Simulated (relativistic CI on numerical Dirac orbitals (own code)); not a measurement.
# Lu43+: q coefficients and field-shift factors

Calculated at this level of theory: Dirac-Coulomb-Breit CI, KLI orbitals optimised for each configuration, derivatives by finite differences, unscaled Slater integrals, QED left out (own radial code, finite nucleus).

Configuration list (outside the closed core [Ne] 3s2): 3p⁶3d¹⁰, 3p⁶3d⁹4s, 3p⁶3d⁹4p, 3p⁶3d⁹4d, 3p⁵3d¹⁰4s, 3p⁶3d⁹4f, 3p⁵3d¹⁰4p, 3p⁶3d⁸4s². Levels of other configurations are missing.

With x = (α/α₀)² − 1 an excitation energy changes as ω = ω₀ + qx; K = 2q/ω₀ is the relative enhancement. Terms are leading LS components, so labels can repeat. The field-shift factor is F = δν/δ⟨r²⟩ for the transition from the lowest level.

Lowest level 3p⁶3d¹⁰ ¹S0.

```tsv
Level	ω₀ (cm⁻¹)	q (cm⁻¹)	F (GHz/fm²)
3p⁶3d⁹4s ³D3	11224764	-1.289e+06	1770
3p⁶3d⁹4s ¹D2	11239094	-1.287e+06	1770
3p⁶3d⁹4s ³D1	11661646	-848400	1780
3p⁶3d⁹4s ³D2	11671028	-848300	1780
3p⁶3d⁹4p ³P°2	11955863	-1.175e+06	201
3p⁶3d⁹4p ³F°3	11966153	-1.177e+06	199
3p⁶3d⁹4p ³F°2	12394103	-737000	208
3p⁶3d⁹4p ³D°1	12418753	-730700	208
3p⁶3d⁹4p ³F°4	12623056	-377500	110
3p⁶3d⁹4p ¹D°2	12636998	-379600	113
3p⁶3d⁹4p ¹P°1	12645287	-377200	115
3p⁶3d⁹4p ³D°3	12661123	-375800	110
3p⁶3d⁹4p ³P°0	13033033	66330	121
3p⁶3d⁹4p ³P°1	13068218	61790	121
3p⁶3d⁹4p ³F°3	13070686	62970	119
3p⁶3d⁹4p ³D°2	13090569	63230	120
3p⁶3d⁹4d ³S1	13705488	-326500	118
3p⁶3d⁹4d ³G4	13744263	-332600	118
3p⁶3d⁹4d ³D2	13754093	-330100	118
3p⁶3d⁹4d ³F3	13772073	-329800	118
3p⁶3d⁹4d ¹P1	13863541	-188300	121
3p⁶3d⁹4d ³G5	13876041	-186200	121
3p⁶3d⁹4d ³D3	13905441	-184100	121
```

At this charge energies of transitions that change n are usually good to better than 1 %, and those within a shell (Δn = 0) to a few per cent.

Q: Which transition from the lowest level has the largest |K|?

A: 3p⁶3d⁹4s ³D3 at 11224764 cm⁻¹, K = -0.23.
